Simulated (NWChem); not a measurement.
Molecule: C3HF3; SMILES C#CC(F)(F)F

Give the equilibrium geometry at PBE0/def2-SVP (NWChem) as an XYZ file, with the point group.

point group C3v; any orientation.
```
7

C      0.0000     0.0000    -2.3315
C      0.0000     0.0000    -1.1249
C      0.0000     0.0000     0.3443
F     -0.8493    -0.9076     0.8219
F     -0.3614     1.1893     0.8219
F      1.2107    -0.2817     0.8219
H      0.0000     0.0000    -3.4074
```
